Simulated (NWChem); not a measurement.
System: C$_{4}$H$_{6}$; SMILES C#CCC

Here is an NWChem input.

```
start job
memory heap 200 mb stack 900 mb global 1100 mb
geometry units angstroms noautosym nocenter noautoz
  C      0.253787    -1.975001     0.000000
  C     -0.158952    -0.836134     0.000000
  C     -0.634489     0.542916     0.000000
  C      0.489977     1.577185     0.000000
  H      0.614561    -2.986716     0.000000
  H     -1.283912     0.692388     0.879835
  H     -1.283912     0.692388    -0.879835
  H      0.076120     2.596495     0.000000
  H      1.128642     1.465916    -0.888506
  H      1.128642     1.465916     0.888506
end
basis spherical
  C library 6-31g*
  H library 6-31g*
end
dft
  xc xpbe96 cpbe96
  iterations 150
end
cosmo
  do_cosmo_smd true
  solvent octanol
end
task dft energy
```

NWChem printed, in part:

```
             Northwest Computational Chemistry Package (NWChem) 7.3.0
             --------------------------------------------------------

                             Geometry "geometry" -> ""
                             -------------------------

 Output coordinates in angstroms (scale by  1.889725989 to convert to a.u.)

  No.       Tag          Charge          X              Y              Z
 ---- ---------------- ---------- -------------- -------------- --------------
    1 C                    6.0000     0.25378700    -1.97500100     0.00000000
    2 C                    6.0000    -0.15895200    -0.83613400     0.00000000
    3 C                    6.0000    -0.63448900     0.54291600     0.00000000
    4 C                    6.0000     0.48997700     1.57718500     0.00000000
    5 H                    1.0000     0.61456100    -2.98671600     0.00000000
    6 H                    1.0000    -1.28391200     0.69238800     0.87983500
    7 H                    1.0000    -1.28391200     0.69238800    -0.87983500
    8 H                    1.0000     0.07612000     2.59649500     0.00000000
    9 H                    1.0000     1.12864200     1.46591600    -0.88850600
   10 H                    1.0000     1.12864200     1.46591600     0.88850600

 Effective nuclear repulsion energy (a.u.)     102.5730582791

  pbe96 is a nonlocal functional; adding pw91lda local functional.

                                 NWChem DFT Module
                                 -----------------

 Summary of "ao basis" -> "ao basis" (spherical)
 ------------------------------------------------------------------------------
       Tag                 Description            Shells   Functions and Types
 ---------------- ------------------------------  ------  ---------------------
 C                           6-31g*                  6       14   3s2p1d
 H                           6-31g*                  2        2   2s

 in cosmo_initialize ...
 calling solv_data for solv:octanol

 solvent parameters
 solvname_short: octanol
 solvname_long:  1-octanol
 dielec:        9.8629
 dielecinf:     2.0435
 nonaqueous SMD model solvent descriptors
 dielec:        9.8629
 sola:          0.3700
 solb:          0.4800
 solc:          0.0000
 solg:         39.0100
 solh:          0.0000
 soln:          1.4295

[...]

                                COSMO-SMD solvation results
                                ---------------------------

             internal energy in gas <Psi(g)|H|Psi(g)> =      -155.737232387811
         internal energy in solvent <Psi(s)|H|Psi(s)> =      -155.736466937398
                               delta internal energy  =         0.000765450413 (    0.48 kcal/mol)
   total free energy in solvent <Psi(s)|H+V/2|Psi(s)> =      -155.743226109722
 polarization energy contribution <Psi(s)|V/2|Psi(s)> =        -0.006759172324 (   -4.24 kcal/mol)
    total free energy in solvent including G(SMD-CDS) =      -155.741585778864
                       G(SMD-CDS) energy contribution =         0.001640330858 (    1.03 kcal/mol)
     1 M fixed-concentration free energy of solvation =        -0.004353391054 (   -2.73 kcal/mol)

                       DFT Final Molecular Orbital Analysis
                       ------------------------------------

 Vector   13  Occ=2.000000D+00  E=-3.132584D-01
              MO Center=  2.7D-01,  1.1D+00, -2.8D-09, r^2= 2.5D+00
   Bfn.  Coefficient  Atom+Function         Bfn.  Coefficient  Atom+Function
  ----- ------------  ---------------      ----- ------------  ---------------
    47      0.364262   4 C  pz               33     -0.238433   3 C  pz
    65     -0.205192   9 H  s                67      0.205192  10 H  s
    51      0.193055   4 C  pz               66     -0.178547   9 H  s
    68      0.178547  10 H  s                19     -0.146593   2 C  pz
    59     -0.135352   6 H  s                61      0.135352   7 H  s

 Vector   14  Occ=2.000000D+00  E=-2.336355D-01
              MO Center=  4.2D-02, -1.2D+00, -9.0D-10, r^2= 2.0D+00
   Bfn.  Coefficient  Atom+Function         Bfn.  Coefficient  Atom+Function
  ----- ------------  ---------------      ----- ------------  ---------------
     3      0.389338   1 C  px               17      0.360174   2 C  px
     7      0.259970   1 C  px               21      0.202089   2 C  px
     4      0.139810   1 C  py               18      0.131055   2 C  py
    48     -0.127418   4 C  s                46      0.125415   4 C  py
    31     -0.119373   3 C  px                8      0.095385   1 C  py

 Vector   15  Occ=2.000000D+00  E=-2.312919D-01
              MO Center= -5.1D-02, -1.2D+00,  5.1D-11, r^2= 2.0D+00
   Bfn.  Coefficient  Atom+Function         Bfn.  Coefficient  Atom+Function
  ----- ------------  ---------------      ----- ------------  ---------------
     5      0.412774   1 C  pz               19      0.373450   2 C  pz
     9      0.276320   1 C  pz               23      0.219604   2 C  pz
    33     -0.150889   3 C  pz               60     -0.129755   6 H  s
    62      0.129755   7 H  s                59     -0.111436   6 H  s
    61      0.111436   7 H  s                66     -0.064382   9 H  s

 Vector   16  Occ=0.000000D+00  E= 1.814419D-02
              MO Center= -6.6D-03, -9.2D-01,  8.7D-10, r^2= 3.3D+00
   Bfn.  Coefficient  Atom+Function         Bfn.  Coefficient  Atom+Function
  ----- ------------  ---------------      ----- ------------  ---------------
    48      0.687470   4 C  s                 7      0.591502   1 C  px
    21     -0.443269   2 C  px               17     -0.390075   2 C  px
     3      0.378230   1 C  px               64     -0.367205   8 H  s
    22     -0.355287   2 C  py               60     -0.266943   6 H  s
    62     -0.266943   7 H  s                34      0.217213   3 C  s

[...]
```

Level: PBE/6-31G* (spherical d), SMD on the gas-phase geometry. Structure relaxed at the PBE0/def2-SVP level. Solvent: 1-octanol.
